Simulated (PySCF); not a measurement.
Gas-phase reaction: 2 GeF3 + 4 H → 2 GeH2 + 3 F2

Computed with PySCF (xtb for GFN2) and rigid-rotor harmonic-oscillator thermochemistry at 1 bar. † marks an energy on the PBE0/def2-TZVP geometry and frequencies; other levels use their own. MP2 freezes the core. Open shells (unrestricted): GeF3 (multiplicity 2), H (multiplicity 2); the rest are closed-shell singlets. GFN2 has no spin-polarisation term. B3LYP is the form with VWN-RPA correlation. Ge: all electrons, no relativistic terms. GeF3, GeH2: computed as isolated molecules; such fragments, hydroxides, amides, oligomers or adducts are transient or little studied in the gas. MP2 isn't extrapolated to the basis-set limit; its ΔH°(298 K) is 1280.8 kJ in def2-SVP and 1308.2 kJ in def2-TZVPP. The harmonic model lacks anharmonicity and excited electronic states, which grow with temperature; levels with a mode under 35 cm⁻¹ are left out.

| level | ΔE electronic, kJ | ΔH°(298 K), kJ | ΔS°(298 K), J/K | ΔG°(1000 K), kJ |
|---|---|---|---|---|
| B3LYP/def2-TZVP† | 1042 | 1077 | -12 | 1116 |
| BLYP/def2-TZVP† | 983 | 1018 | -12 | 1057 |
| GFN2-xTB | 604 | 634 | -63 | 727 |
| MP2/def2-SVP† | 1246 | 1281 | -12 | 1320 |
| MP2/def2-TZVPP† | 1273 | 1308 | -12 | 1347 |
| PBE/def2-SVP | 1017 | 1049 | -15 | 1091 |
| PBE/def2-TZVP† | 1045 | 1080 | -12 | 1118 |
| ωB97X-V/def2-TZVP† | 1099 | 1134 | -12 | 1173 |
ΔH° is lowest at GFN2-xTB and highest at MP2/def2-TZVPP†. No reference value is set beside these.
